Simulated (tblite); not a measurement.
Compound: C6H14NP.
Z-matrix (Å and degrees, GFN2-xTB geometry), rows numbered from 1:
```
C 
C   1  1.3235
P   2  1.8180  1  126.43
C   3  1.8463  2  101.46  1    29.72
C   3  1.8738  2   95.37  1   128.19
N   5  1.4436  3  109.27  2  -163.64
C   6  1.4455  5  111.39  3   -69.14
C   6  1.4479  5  112.18  3   164.72
H   1  1.0772  2  122.12  3    -3.51
H   1  1.0789  2  121.79  3   176.61
H   2  1.0852  1  120.14  3  -174.44
H   4  1.0881  3  109.69  2   -82.28
H   4  1.0888  3  110.99  2    39.60
H   4  1.0882  3  107.35  2   159.46
H   5  1.1062  3  108.80  2    72.80
H   5  1.0951  3  108.53  2   -44.78
H   7  1.1011  6  112.58  5   -63.84
H   7  1.0905  6  108.61  5    56.34
H   7  1.0891  6  109.28  5   175.01
H   8  1.0896  6  109.32  5   -57.62
H   8  1.0895  6  108.87  5  -176.07
H   8  1.1015  6  112.76  5    63.34
```

Computed with GFN2-xTB (tblite): harmonic, unscaled wavenumbers at the GFN2-xTB geometry, gas phase. Against measured fundamentals such values can be off by several per cent, at times by over 20. One conformer, not necessarily the lowest.

Harmonic wavenumbers (cm⁻¹): 47.4, 65.1, 88.2, 144.7, 176.4, 201.8, 220.6, 227.2, 250.6, 281.5, 351.3, 386.9, 390.3, 438.3, 555.1, 679.4, 720.5, 768.4, 819.9, 871.7, 882.6, 888.1, 919.7, 1000.5, 1005.5, 1040.6, 1059.4, 1079.0, 1112.8, 1164.3, 1235.7, 1248.9, 1270.1, 1282.9, 1303.1, 1400.6, 1409.3, 1420.7, 1437.3, 1444.6, 1450.6, 1478.7, 1485.6, 1493.1, 1494.6, 1654.7, 2773.5, 2845.5, 2854.7, 2921.0, 2992.7, 2994.6, 3007.1, 3010.2, 3010.6, 3014.0, 3015.9, 3019.9, 3081.5, 3114.9.

A = 3366, B = 894.1, C = 869.6 MHz; mass 131.086 u (most abundant isotopes); point group C1, symmetry number 1.

Problem. Zero-point energy?

Solution. Half the sum of the wavenumbers: 41002 cm⁻¹ = 117.23 kcal/mol.

Problem. Give the ideal-gas entropy at 350 K and 1 bar in the rigid-rotor, harmonic-oscillator model (classical rotation).

Solution. Translation 41.35, rotation 29.68, vibration 40.23: S = 111.3 cal/(mol K).

Problem. And Cp and H(350 K) − H(0)?

Solution. Cp = 48.23 cal/(mol K), of which vibrations give 40.28 (their classical limit is 60 R = 119.2); H(350 K) − H(0) = 10.12 kcal/mol without the zero-point energy, 7.34 from vibrations.

Problem. Blend soft modes into free rotors: weight 1/[1 + (100 cm⁻¹/ν̃)⁴] for the oscillator and the rest for a rotor with moment μB/(μ + B), μ = h/(8π²ν), B = 10⁻⁴⁴ kg m². What vibrational entropy results?

Solution. 37.19 cal/(mol K) in place of 40.23, which changes −T·S at 350 K by +1.06 kcal/mol.

Problem. How do the functions run with temperature in this model?

Solution. 
| T (K) | S (cal/(mol K)) | Cp (cal/(mol K)) | H − H(0) (kcal/mol) | G − H(0) (kcal/mol) | ln q(vib) |
| --- | --- | --- | --- | --- | --- |
| 100 | 70.9 | 21.2 | 1.39 | -5.70 | 1.95 |
| 200 | 89.2 | 32.3 | 4.09 | -13.75 | 5.08 |
| 300 | 104.2 | 42.8 | 7.84 | -23.43 | 8.18 |
| 500 | 131.0 | 62.9 | 18.49 | -47.01 | 14.15 |
| 800 | 165.5 | 83.7 | 40.74 | -91.65 | 22.60 |
| 1000 | 185.2 | 93.1 | 58.46 | -126.75 | 27.85 |

q(vib) and H(0) count from the zero-point level.

Problem. What must be added to the electronic energy to get the Gibbs energy at 350 K and 1 bar?

Solution. ZPE + [H(350 K) − H(0)] − T·S = 117.23 + 10.12 − 38.94 = 88.41 kcal/mol.

Hindered rotation and anharmonicity are outside this model. Other conformers, if any are populated, would add a mixing term that is left out. The structure is chiral; the term R ln 2 for an equal mix with its mirror image is left out.
